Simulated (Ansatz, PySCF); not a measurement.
F4S, SMILES FS(F)(F)F (connectivity only; charge and spin as stated), charge +1, multiplicity 2. Atoms are numbered in the order given.

```xyz
5

F      1.1943     0.0002     0.7128
S      0.0000    -0.0001    -0.2346
F      0.0000    -1.5653    -0.4876
F      0.0000     1.5650    -0.4883
F     -1.1943     0.0002     0.7128
```
Charge +1, spin multiplicity 2.

Geometry: PBE0-D3(BJ)/def2-SVP. The spin state was assumed, not searched.

Two levels are set side by side: PBE-D3(BJ)/def2-SVP (Ansatz, a quantum-chemistry and plane-wave program) and PBE0-D3(BJ)/def2-SVP (PySCF). Each level has its own optimised geometry; the coordinates shown are those of the second. Frequencies come from the Hessian of PySCF at each geometry. Differences are taken from unrounded values.

| quantity | PBE0-D3(BJ) |
|---|---|
| mean bond length (Å) | 1.555 |
| bond F1–S2 (Å) | 1.525 |
| bond S2–F3 (Å) | 1.586 |
| bond S2–F4 (Å) | 1.586 |
| bond S2–F5 (Å) | 1.525 |
| highest harmonic wavenumber (cm⁻¹) | 1027 |
| mean harmonic wavenumber (cm⁻¹) | 607 |
| zero-point energy (kcal/mol) | 7.81 |

**Question.** What does PBE-D3(BJ) give, and how far is it from PBE0-D3(BJ)? (The exact figures need the calculation; the answer reports its results.)

**Answer.** 
```json
[
 {"quantity": "mean bond length (Å)", "PBE-D3(BJ)": "1.587", "PBE-D3(BJ) minus PBE0-D3(BJ)": "0.032"},
 {"quantity": "bond F1–S2 (Å)", "PBE-D3(BJ)": "1.554", "PBE-D3(BJ) minus PBE0-D3(BJ)": "0.030"},
 {"quantity": "bond S2–F3 (Å)", "PBE-D3(BJ)": "1.619", "PBE-D3(BJ) minus PBE0-D3(BJ)": "0.034"},
 {"quantity": "bond S2–F4 (Å)", "PBE-D3(BJ)": "1.619", "PBE-D3(BJ) minus PBE0-D3(BJ)": "0.034"},
 {"quantity": "bond S2–F5 (Å)", "PBE-D3(BJ)": "1.554", "PBE-D3(BJ) minus PBE0-D3(BJ)": "0.030"},
 {"quantity": "highest harmonic wavenumber (cm⁻¹)", "PBE-D3(BJ)": "947", "PBE-D3(BJ) minus PBE0-D3(BJ)": "-80"},
 {"quantity": "mean harmonic wavenumber (cm⁻¹)", "PBE-D3(BJ)": "554", "PBE-D3(BJ) minus PBE0-D3(BJ)": "-53"},
 {"quantity": "zero-point energy (kcal/mol)", "PBE-D3(BJ)": "7.13", "PBE-D3(BJ) minus PBE0-D3(BJ)": "-0.68"}
]
```

Exact exchange shortens and stiffens bonds; PBE has none. Differences between two approximate levels are no errors against the true value.
